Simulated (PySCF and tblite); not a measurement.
Results of a calculation; reference values are marked as such.
C7H7FO, numbered as in [CH3:1][O:2][c:3]1[cH:4][cH:5][cH:6][cH:7][c:8]1[F:9].

Search: ETKDG and KDG, MMFF94s, GFN2-xTB, 60 starts; geometries at GFN2-xTB. Free energies are PBE0-D3(BJ)/pcSseg-1 single points with GFN2-xTB rigid-rotor and vibrational terms (modes under about 100 cm⁻¹ blended into free rotors). Symmetry numbers and mirror images are counted. Conformers within 3 kcal/mol (GFN2-xTB free energy) were kept, 10 at most. Programs: PySCF with density fitting and tblite.

Rotational constants are equilibrium values for the commonest isotopes; dipoles come from the energy level named.

Torsions listed: C1–O2–C3–C4.

```tsv
conformer	shape	symmetry	weight %
1	0°	Cs	94.3
2	180°	Cs	5.7
```

Sets of constants, in random order:

| set | A (MHz) | B (MHz) | C (MHz) | abs μa (D) | abs μb (D) | abs μc (D) |
| --- | --- | --- | --- | --- | --- | --- |
| P | 3016 | 1479 | 999 | 0.01 | 0.00 | 0.00 |
| Q | 2542 | 1563 | 974 | 0.51 | 2.57 | 0.00 |

Problem. Match each set to its conformer.

Solution. P is conformer 2, Q is conformer 1.


Conformer gaps in pcSseg-1 on xTB geometries can be 2 kcal/mol off for S=O, P=O and other polar bonds.